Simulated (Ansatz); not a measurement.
Relaxation of C₂H₇NOSi₂ (13 atoms, charge 0, multiplicity 1), to a largest force component of 0.02 eV/Å in at most 50 steps.

Level of theory: Ansatz, RKS PBE/def2-SVP.

```xyz
13
Properties=species:S:1:pos:R:3:forces:R:3
C -0.675 -0.097 2.101 -2.00 3.21 0.30
Si 0.581 -0.040 0.799 2.95 0.77 0.33
N 0.237 -1.426 -0.283 0.21 1.68 4.50
C 0.160 -1.056 -1.509 -1.23 -0.81 -4.54
Si 0.178 0.788 -1.908 -0.51 0.22 1.45
O 0.482 1.281 -0.289 -0.53 -0.50 -0.29
H -0.642 -0.953 2.708 0.14 -1.82 1.19
H -1.685 0.002 1.639 -0.15 -0.20 0.12
H -0.625 0.825 2.802 0.26 -1.12 -0.81
H 0.457 -2.192 0.386 -0.29 -1.05 -1.51
H -0.127 -1.788 -2.289 0.54 -0.29 -0.04
H 1.338 1.176 -2.747 0.11 0.16 -0.40
H -1.165 1.392 -2.367 0.52 -0.24 -0.28
```

Where does it end, and by what steps?

It converged. After 9 steps the energy has fallen by 1.426 eV; H10 moved furthest, 0.37 Å.

```
step  energy less start (eV)  largest force component (eV/Å)  accepted
   0                  0.0000                           4.538       yes
   1                 -0.9311                           2.227       yes
   2                 -1.2795                           1.344       yes
   3                 -1.3698                           0.433       yes
   4                 -1.3879                           0.534       yes
   5                 -1.4190                           0.413       yes
   6                 -1.4235                           0.129       yes
   7                 -1.4257                           0.042       yes
   8                 -1.4259                           0.033       yes
   9                 -1.4259                           0.015       yes
```

```xyz
13
Properties=species:S:1:pos:R:3
C -0.694 -0.020 2.117
Si 0.840 0.057 0.950
N 0.309 -1.326 -0.231
C 0.073 -1.067 -1.506
Si 0.128 0.808 -1.819
O 0.398 1.265 -0.237
H -0.696 -0.969 2.695
H -1.651 0.074 1.563
H -0.627 0.808 2.852
H 0.360 -2.316 0.054
H -0.054 -1.908 -2.214
H 1.268 1.165 -2.740
H -1.139 1.341 -2.440
```

Run time: 25 s on 2 threads of Intel(R) Xeon(R) Platinum 8488C (Sapphire Rapids), on a shared host, peak memory 0.2 GiB.
